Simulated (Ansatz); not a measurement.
A nudged elastic band was laid between two geometries of AsBH$_{4}$O$_{2}$ (8 atoms, charge 0, multiplicity 1).

The calculation used RKS BHLYP/def2-SVP in Ansatz 0.2.0.

* movable images: 7
* climbing image: yes
* spring: 5.0 eV/Å²
* optimiser: quadratic models (default)
* start path: through a guess of the saddle point
* force threshold: 0.03 eV/Å
* iteration limit: 60
* end points: relaxed

Image 0:

```xyz
8
Properties=species:S:1:pos:R:3
B -0.246 1.625 -0.090
O -0.416 0.344 -0.447
As -0.398 -1.036 0.729
O 1.231 -1.629 0.413
H -0.116 1.930 1.070
H -0.232 2.453 -0.961
H -1.134 -1.935 -0.259
H 1.404 -1.809 -0.511
```

Image 8:

```xyz
8
Properties=species:S:1:pos:R:3
B -0.188 1.336 -0.171
O -0.802 0.523 0.694
As -0.640 -1.280 0.790
O 1.106 -1.452 0.621
H 0.549 0.894 -1.023
H -0.395 2.516 -0.093
H -0.997 -1.501 -0.682
H 1.459 -1.093 -0.193
```

What changes between the two ends?

No bond is made or broken. The dihedral B1–O2–As3–O4 goes from -102 to 44°.

What energy profile does the band end with?

The forces met the threshold. The highest image is number 4 of 0 to 8, 0.042 eV above the first end and 0.022 eV above the last; the last end lies 0.020 eV above the first. A vibrational analysis at the climbing image gives one clearly imaginary mode, 54i cm⁻¹: a first-order saddle point.

```csv
image,path coordinate (Å),energy (eV),dihedral B1–O2–As3–O4 (°)
0,0.00,0.000,-102
1,0.46,0.005,-84
2,0.91,0.020,-68
3,1.37,0.036,-51
4,1.83,0.042,-33
5,2.29,0.040,-13
6,2.75,0.036,8
7,3.21,0.027,27
8,3.67,0.020,44
```

What is the geometry of the highest image?


```xyz
8
Properties=species:S:1:pos:R:3:forces:R:3
B -0.188 1.482 -0.103 -0.01 -0.02 0.00
O -0.930 0.368 -0.115 0.00 0.01 -0.01
As -0.659 -1.238 0.666 0.00 -0.01 0.00
O 1.098 -1.371 0.612 0.00 0.00 0.00
H 0.907 1.500 0.397 0.00 0.00 0.00
H -0.657 2.461 -0.618 0.00 0.01 0.00
H -0.962 -1.973 -0.637 0.00 0.00 0.00
H 1.483 -1.287 -0.260 0.00 0.00 0.00
```

Time of the run: 8.8 min on 2 threads of Arm Neoverse N1 (shared host), peak memory 0.2 GiB.
